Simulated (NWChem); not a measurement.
A series in which one site is exchanged, each optimised at PBE0/def2-SVP with NWChem, gas phase unless a solvent is named. For some, no frequency run checked for a minimum. def2 effective core potentials on Cd, I; no spin-orbit coupling.

A: [CH3][Cd][I] (CH₃CdI; site = I)
B: [CH3][CdH] (CH4Cd; site = H)
C: [CH3][Cd][Cl] (CH₃CdCl; site = Cl)
D: [CH3][Cd][Br] (CH₃BrCd; site = Br)

Values for A:

| Item | Value |
|---|---|
| dipole (D), PBE0/def2-SVP | 2.79 |
| orbital gap (eV), PBE0/def2-SVP | 6.31 |
| lowest singlet excitation, PBE/def2-SVPD, TDA (eV) | 4.49 |

**Question.** How do these values change for the other members?

**Answer.** 
```json
[
 {"change from A": "dipole (D), PBE0/def2-SVP", "B": "-2.24", "C": "+0.16", "D": "+0.13"},
 {"change from A": "orbital gap (eV), PBE0/def2-SVP", "B": "+0.58", "C": "+1.13", "D": "+0.67"},
 {"change from A": "lowest singlet excitation, PBE/def2-SVPD, TDA (eV)", "B": "+0.74", "C": "+0.95", "D": "+0.54"}
]
```
